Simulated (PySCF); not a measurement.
C4H7FSi, SMILES C[Si@@H]1[C@H](F)C=C1. Heavy atoms are numbered as in [CH3:1][Si@H:2]1[CH:3]=[CH:4][C@H:5]1[F:6]. Hydrogens are named by the atom that carries them.

Geometry optimised at B3LYP-D3(BJ)/def2-SVP. The structure was generated by enumeration; whether it is a known compound was not checked.

Level of theory: PBE/def2-TZVP (PySCF).

ESP charges are fitted to the potential on shells at 1.4 to 2.0 van der Waals radii. Atomic charges (e), one atom of each kind:

```tsv
atom	ESP fit	Löwdin	Mulliken	IAO
C1 (CH3)	-0.67	-0.45	-0.45	-0.73
Si2 (SiH)	0.64	0.32	0.22	0.88
C3 (CH)	-0.49	-0.20	-0.19	-0.41
C4 (CH)	0.02	-0.15	-0.10	-0.14
C5 (CH)	-0.12	-0.38	0.06	-0.10
F6	-0.18	0.10	-0.21	-0.32
H on C1	0.17	0.14	0.14	0.17
H on Si2	-0.15	-0.03	-0.04	-0.13
H on C3	0.21	0.12	0.12	0.16
H on C4	0.12	0.13	0.10	0.15
H on C5	0.10	0.13	0.08	0.14
```

Give the Mayer and Wiberg (Löwdin basis) orders of the bonds. (An estimate is asked for; the answer gives what the named calculation found.)


| bond | Mayer | Wiberg |
|---|---|---|
| C1–Si2 | 1.00 | 1.22 |
| Si2–C3 | 1.00 | 1.08 |
| C3–C4 | 1.80 | 1.99 |
| Si2–C5 | 0.94 | 0.97 |
| C4–C5 | 0.97 | 1.21 |
| C5–F6 | 1.00 | 1.63 |
